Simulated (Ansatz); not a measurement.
Computed with Ansatz on PBE0-D4/def2-TZVP structures; ΔE is electronic, products minus reactants. CCSD(T)/CBS adds triple-zeta CCSD(T) − MP2 to the extrapolated MP2 energy (def2 sets, frozen cores). DFT in def2-TZVPP. Each species was taken in one conformer, which may not be the lowest.

Consider the cleavage of the Si–Si bond: `[SiH3][SiH]1O[CH2][AlH]1` + `[SiH3][AlH][SH]` → `[SiH3][AlH][S][SiH3]` + `[CH2]1O[SiH2][AlH]1`.

`[SiH3][SiH]1O[CH2][AlH]1`:

Z-matrix (Å, degrees):
```
Si
Si 1 2.345
H 1 1.489 2 112.8
H 1 1.490 2 108.7 3 120.3
H 1 1.489 2 110.3 3 -121.2
O 2 1.682 1 111.7 3 61.9
Al 2 2.423 1 123.2 3 150.6
H 2 1.497 1 107.2 3 -59.8
C 6 1.446 2 113.0 1 120.8
H 7 1.591 2 152.2 1 70.6
H 9 1.096 6 109.3 2 -121.8
H 9 1.097 6 109.1 2 122.0
```

`[SiH3][AlH][SH]`:

```xyz
8

Si    0.792    1.256   -0.476
Al   -0.091   -0.904    0.260
S    -2.235   -0.999    0.670
H    -0.262    2.307   -0.503
H     1.371    1.149   -1.846
H     1.883    1.720    0.429
H     0.757   -2.229    0.459
H    -2.216   -2.300    1.008
```

`[SiH3][AlH][S][SiH3]`:

```xyz
11

Si   -0.717    1.743    0.076
Al   -0.347    0.107   -1.714
S     0.561   -1.836   -1.293
Si    0.860   -1.675    0.818
H     0.440    1.812    1.013
H    -0.936    3.106   -0.485
H    -1.923    1.382    0.874
H    -0.730    0.330   -3.234
H    -0.313   -1.044    1.477
H     1.034   -3.052    1.340
H     2.071   -0.874    1.128
```

`[CH2]1O[SiH2][AlH]1`:

```xyz
9

C     0.786   -0.687   -0.702
O     0.782    0.745   -0.499
Si   -0.444    1.271    0.515
Al   -0.783   -1.128    0.459
H     1.757   -1.093   -0.395
H     0.681   -0.901   -1.773
H    -1.337    2.244   -0.182
H     0.112    2.002    1.693
H    -1.554   -2.453    0.885
```

```tsv
level	ΔE (kcal/mol)
PBE0-D4	-11.7
ωB97X-V	-13.1
r2SCAN	-12.3
HF/def2-TZVPP	-14.5
SCS-MP2/def2-TZVPP	-15.0
HF/def2-QZVPP	-14.6
MP2/def2-QZVPP	-15.8
HF/CBS(def2)	-14.6
```

**Question.** What does CCSD(T)/CBS give? (Best estimate.)

**Answer.** The calculation gave: -13.7 kcal/mol. The listed levels differ from it by 2.0, 0.6, 1.4, -0.8, -1.3, -0.9, -2.1, -0.9 kcal/mol.

Largest T1 diagnostic among the species: 0.014.

From PBE to PBE0 (25 % exact exchange), in def2-TZVPP and without D4, ΔE moves by −1.5 kcal/mol. The D4 term adds −1.3 kcal/mol with B3LYP and −0.7 kcal/mol with PBE0; it sums over pairs of atoms, weighted by their polarisabilities, and B3LYP, whose exchange is more repulsive, gets the larger term.

B3LYP here is the variant with VWN-RPA as its local correlation; programs differ in this.
